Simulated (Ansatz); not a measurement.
Cartesian coordinates in Å:
```
N -1.764 -0.309 0.394
Si -1.218 -0.060 -1.227
O 0.415 -0.169 -1.278
Si 1.481 -0.283 -0.035
N 1.414 1.231 0.773
O 1.080 -1.455 1.031
H -2.598 -0.857 0.538
H -1.727 0.463 1.044
H -1.585 1.273 -1.768
H -1.830 -1.138 -2.040
H 2.789 -0.663 -0.606
H 1.547 2.078 0.240
H 1.856 1.311 1.676
H 0.141 -1.420 1.258
```

Total charge 0; spin multiplicity 1.

List the PBE/def2-TZVPP orbital energies in eV (the Gaussian-basis code of Ansatz). (Estimate.)

The calculation gave: Occupied: -1780.14, -1780.13, -510.00, -509.81, -380.33, -379.91, -137.76, -137.69, -94.52, -94.50, -94.48, -94.46, -94.43, -94.39, -24.92, -24.30, -21.35, -20.98, -14.10, -12.94, -12.43, -12.09, -11.61, -10.73, -10.04, -9.31, -9.02, -8.42, -8.04, -7.40, -7.18, -6.56, -6.19. Lowest empty: -0.33, 0.05, 0.58, 0.96, 1.24, 1.44, 1.74, 1.95.
